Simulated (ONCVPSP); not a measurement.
# ruthenium: ONCV pseudisation with PBE, scalar-relativistic reference atom.

Input for ONCVPSP 4.0.1:

```
# ATOM AND REFERENCE CONFIGURATION
# atsym  z   nc   nv     iexc    psfile
  Ru 44.00    6    4        4      upf
#
#   n    l    f
    1    0    2.00
    2    0    2.00
    2    1    6.00
    3    0    2.00
    3    1    6.00
    3    2   10.00
    4    0    2.00
    4    1    6.00
    4    2    7.00
    5    0    1.00
#
# PSEUDOPOTENTIAL AND OPTIMIZATION
# lmax
    2
#
#   l,   rc,      ep,       ncon, nbas, qcut
    0    1.80    0.00    4    7    5.80
    1    1.90    0.00    5    9    8.70
    2    1.65    0.00    4    9   11.50
#
# LOCAL POTENTIAL
# lloc, lpopt,  rc(5),   dvloc0
    2    5    1.65    0.00
#
# VANDERBILT-KLEINMAN-BYLANDER PROJECTORs
# l, nproj, debl
    0    2    1.60
    1    2    2.00
    2    0    2.40
#
# MODEL CORE CHARGE
# icmod, fcfact, rcfact
    1    0.50    0.00
#
# LOG DERIVATIVE ANALYSIS
# epsh1, epsh2, depsh
   -4.00    5.00    0.02
#
# OUTPUT GRID
# rlmax, drl
    6.00    0.01
#
# TEST CONFIGURATIONS
# ncnf
    4
# nvcnf
#   n    l    f
    4
    4    0    2.00
    4    1    6.00
    4    2    7.00
    5    0    0.00
#
    4
    4    0    2.00
    4    1    6.00
    4    2    6.00
    5    0    0.00
#
    4
    4    0    2.00
    4    1    6.00
    4    2    5.00
    5    0    0.00
#
    4
    4    0    2.00
    4    1    6.00
    4    2    6.00
    5    0    1.00
#
```

Command:

```bash
oncvpsp.x < Ru.dat > Ru.out
```

Output (shortened: citation, most of the input echo, consistency checks and plot data are left out):

```
ONCVPSP  (Optimized Norm-Conservinng Vanderbilt PSeudopotential)
scalar-relativistic version 4.0.1

#   n    l    f        energy (Ha)
    1    0    2.00    -8.0619226E+02
    2    0    2.00    -1.1591338E+02
    2    1    6.00    -1.0381142E+02
    3    0    2.00    -2.0412248E+01
    3    1    6.00    -1.6435177E+01
    3    2   10.00    -1.0036845E+01
    4    0    2.00    -2.8065926E+00
    4    1    6.00    -1.7057633E+00
    4    2    7.00    -1.9118430E-01
    5    0    1.00    -1.5580714E-01

Reference configufation results
  iterations    32
  all-electron total energy (Ha)   -4.53075259D+03

Begin loop to  construct optimized pseudo wave functions
and semi-local pseudopoentials for all angular momenta

Calculating optimized projector #   1

 for l=   0

    Fraction of norm inside rc  0.972372
    Optimizing pswf for qcut=   5.80 a_B^-1,  ecut=  16.81 Ha
    Residual kinetic energy error=  5.90D-05 Ha

    Energy error per electron        Cutoff
         Ha          eV             Ha
         0.01000     0.27211        5.38
         0.00100     0.02721       12.30
         0.00010     0.00272       16.26
         0.00001     0.00027       36.82

Calculating optimized projector #   2

 for l=   0

    Fraction of norm inside rc  0.068663
    Optimizing pswf for qcut=   5.80 a_B^-1,  ecut=  16.81 Ha
    Residual kinetic energy error=  9.38D-05 Ha

    Energy error per electron        Cutoff
         Ha          eV             Ha
         0.01000     0.27211        4.30
         0.00100     0.02721       11.78
         0.00010     0.00272       16.90
         0.00001     0.00027       44.34

   Wellstate for l =  1  n =  5
     eigenvalue =   0.2942
     asymptotic potential =   0.7942
     half-point radius =  3.3940

Calculating optimized projector #   1

 for l=   1

    Fraction of norm inside rc  0.952263
    Optimizing pswf for qcut=   8.70 a_B^-1,  ecut=  37.88 Ha
    Residual kinetic energy error=  1.02D-07 Ha

    Energy error per electron        Cutoff
         Ha          eV             Ha
         0.01000     0.27211       11.08
         0.00100     0.02721       14.24
         0.00010     0.00272       25.14
         0.00001     0.00027       30.44

Calculating optimized projector #   2

 for l=   1

    Fraction of norm inside rc  0.122064
    Optimizing pswf for qcut=   8.70 a_B^-1,  ecut=  37.88 Ha
    Residual kinetic energy error=  9.48D-08 Ha

    Energy error per electron        Cutoff
         Ha          eV             Ha
         0.01000     0.27211        9.75
         0.00100     0.02721       13.05
         0.00010     0.00272       23.55
         0.00001     0.00027       30.01

Calculating optimized projector #   1

 for l=   2

    Fraction of norm inside rc  0.569486
    Optimizing pswf for qcut=  11.49 a_B^-1,  ecut=  66.06 Ha
    Residual kinetic energy error=  2.65D-09 Ha

    Energy error per electron        Cutoff
         Ha          eV             Ha
         0.01000     0.27211       20.29
         0.00100     0.02721       28.08
         0.00010     0.00272       35.87
         0.00001     0.00027       42.81

Construct Vanderbilt / Kleinmman-Bylander projectors

B matrix Hermiticity error, ll=   0
   1   2    2.5521E-04

  Orthonormal projector coefficients  7.4531E+00  1.4082E+00

B matrix Hermiticity error, ll=   1
   1   2    2.3675E-04

  Orthonormal projector coefficients  4.5595E+00  5.6450E-01

Model core correction analysis
  based on d2Exc/dn_idn_j

d2excae - all-electron derivatives

   -3.431069D-02   -3.037025D-02   -1.646179D-02   -1.380067D-03
   -3.040113D-02   -2.828873D-02   -1.705673D-02   -1.204052D-03
   -1.670134D-02   -1.738672D-02   -1.360576D-02   -9.829390D-04
   -1.631975D-03   -1.634737D-03   -1.634447D-03   -3.435609D-04

d2excps - pseudofunction derivatives with no core correction

   -4.726948D-02   -3.311037D-02   -1.667244D-02   -2.502650D-03
   -3.314204D-02   -3.095917D-02   -1.822993D-02   -1.418915D-03
   -1.691184D-02   -1.856000D-02   -1.420259D-02   -1.009801D-03
   -2.755835D-03   -1.849652D-03   -1.661538D-03   -4.248591D-04

rms 2nd derivative error    3.499141E-03

Polynomial model core charge

d2excps - pseudofunction derivatives with core correction

   -2.836514D-02   -2.684744D-02   -1.521669D-02   -1.093398D-03
   -2.687804D-02   -2.793330D-02   -1.752572D-02   -9.614292D-04
   -1.545604D-02   -1.785566D-02   -1.410420D-02   -8.947808D-04
   -1.345222D-03   -1.392033D-03   -1.546358D-03   -3.206268D-04

rms 2nd derivative error    2.006022E-03

Pseudoatom total energy  -95.702227

Diagnostic tests using Vanderbilt-Kleinman-Bylander pseudopotentials
  1 or more projectors used as specified by nproj input data

   l    rcore       rmatch      e in        delta e   norm test  slope test

   0   1.8058211   1.8606498  -2.8065926   0.0000027   1.0001766   1.0001598
   0   1.8058211   1.8606498  -0.1558071   0.0000021   1.0000272   1.0000212

   1   1.9057089   1.9635703  -1.7057633   0.0000022   1.0001376   1.0001357
   1   1.9057089   1.9635703   0.2942367   0.0000150   1.0001839   1.0001839

   2   1.6508401   1.7009632  -0.1911843  -0.0000009   1.0000004   1.0000062

 Testing for bound ghosts
   n   l    E NL Schr. Eq   E Basis Diag.   E Cutoff

   1   0       -2.806590       -2.806589     58.56
   2   0       -0.155805       -0.111286     58.56

   2   1       -1.705761       -1.705760    109.37

 Testing for highly-localized positive-energy ghosts
       l    <radius>/rc     E Basis Diag.   E Cutoff

Test configuration 0

   n   l     f        eae           eps        diff
   1   0  2.0000 -806.19226258
   2   0  2.0000 -115.91337527
   2   1  6.0000 -103.81142209
   3   0  2.0000  -20.41224764
   3   1  6.0000  -16.43517702
   3   2 10.0000  -10.03684495
   4   0  2.0000   -2.80659264   -2.80658996    2.67D-06
   4   1  6.0000   -1.70576332   -1.70576107    2.25D-06
   4   2  7.0000   -0.19118430   -0.19118523   -9.25D-07
   5   0  1.0000   -0.15580714   -0.15580508    2.06D-06

    Total energies and differences
      AE_ref= -4.53075259D+03  AE_tst= -4.53075259D+03  dif=  0.00D+00
      PS_ref= -9.57022268D+01  PS_tst= -9.57022268D+01  dif= -9.95D-14
      PSP excitation error=  9.95D-14

Test configuration 1

   n   l     f        eae           eps        diff
   1   0  2.0000 -806.46376883
   2   0  2.0000 -116.18083304
   2   1  6.0000 -104.07911963
   3   0  2.0000  -20.68091432
   3   1  6.0000  -16.70382927
   3   2 10.0000  -10.30517050
   4   0  2.0000   -3.07860716   -3.07993293   -1.33D-03
   4   1  6.0000   -1.97905601   -1.97946091   -4.05D-04
   4   2  7.0000   -0.46095259   -0.46091335    3.92D-05

    Total energies and differences
      AE_ref= -4.53075259D+03  AE_tst= -4.53048460D+03  dif=  2.68D-01
      PS_ref= -9.57022268D+01  PS_tst= -9.54341309D+01  dif=  2.68D-01
      PSP excitation error= -1.03D-04

Test configuration 2

   n   l     f        eae           eps        diff
   1   0  2.0000 -806.94069381
   2   0  2.0000 -116.66201928
   2   1  6.0000 -104.56000089
   3   0  2.0000  -21.15985756
   3   1  6.0000  -17.18277160
   3   2 10.0000  -10.78457442
   4   0  2.0000   -3.54654378   -3.54733158   -7.88D-04
   4   1  6.0000   -2.44066224   -2.44074288   -8.06D-05
   4   2  6.0000   -0.88700655   -0.88689339    1.13D-04

    Total energies and differences
      AE_ref= -4.53075259D+03  AE_tst= -4.52981626D+03  dif=  9.36D-01
      PS_ref= -9.57022268D+01  PS_tst= -9.47658382D+01  dif=  9.36D-01
      PSP excitation error= -5.68D-05

Test configuration 3

   n   l     f        eae           eps        diff
   1   0  2.0000 -807.49912553
   2   0  2.0000 -117.22678289
   2   1  6.0000 -105.12440761
   3   0  2.0000  -21.71866251
   3   1  6.0000  -17.74156215
   3   2 10.0000  -11.34428134
   4   0  2.0000   -4.08196066   -4.08249515   -5.34D-04
   4   1  6.0000   -2.96656351   -2.96611081    4.53D-04
   4   2  5.0000   -1.37266426   -1.37222800    4.36D-04

    Total energies and differences
      AE_ref= -4.53075259D+03  AE_tst= -4.52869090D+03  dif=  2.06D+00
      PS_ref= -9.57022268D+01  PS_tst= -9.36406522D+01  dif=  2.06D+00
      PSP excitation error=  1.16D-04

Test configuration 4

   n   l     f        eae           eps        diff
   1   0  2.0000 -806.60776839
   2   0  2.0000 -116.33371297
   2   1  6.0000 -104.23141546
   3   0  2.0000  -20.83098165
   3   1  6.0000  -16.85391937
   3   2 10.0000  -10.45601458
   4   0  2.0000   -3.21726835   -3.21619089    1.08D-03
   4   1  6.0000   -2.11136842   -2.11095127    4.17D-04
   4   2  6.0000   -0.56602043   -0.56601272    7.71D-06
   5   0  1.0000   -0.43270096   -0.43259802    1.03D-04

    Total energies and differences
      AE_ref= -4.53075259D+03  AE_tst= -4.53038097D+03  dif=  3.72D-01
      PS_ref= -9.57022268D+01  PS_tst= -9.53306134D+01  dif=  3.72D-01
      PSP excitation error=  5.48D-06
```

The run took about 3.9 s on one core of a shared server CPU.
